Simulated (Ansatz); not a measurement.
System: sum formula BNH5, net charge 0, doublet state. It need not be the lowest isomer of its formula. 
Geometry from a B3LYP-D3(BJ)/def2-TZVP (Ansatz, an electronic-structure program) optimisation:
SMILES: [BH3-][NH2+]
```xyz
7

B     -0.7529    -0.0394    -0.0407
N      0.6992    -0.0010    -0.0110
H     -1.2334    -0.7111    -0.9047
H     -1.2090     1.1239     0.0621
H     -1.1945    -0.2412     1.1152
H      1.2201     0.5306     0.6709
H      1.2873    -0.4979    -0.6632
```
Charge 0, spin multiplicity 2.

Parts of the frozen-core correlation energy in cc-pVDZ (Ansatz, hartree). Frozen orbitals: 2; correlated occupied orbitals by spin: 7 and 6; virtual: 44 and 45. UHF or UKS for open shells. Spin-orbit coupling is left out. No relativistic terms.

```tsv
term	value
reference (HF)	-81.98139
MP2 opposite-spin	[?]
MP2 same-spin	[?]
CCSD correlation	[?]
(T)	-0.00818
CCSDT minus CCSD(T)	-0.00092
T1 diagnostic	0.031
largest doubles amplitude	0.045
<S^2> of the reference	0.787
```

**Question.** Fill in the missing entries.

**Answer.** 
- MP2 opposite-spin, value: -0.21512
- MP2 same-spin, value: -0.06018
- CCSD correlation, value: -0.31354
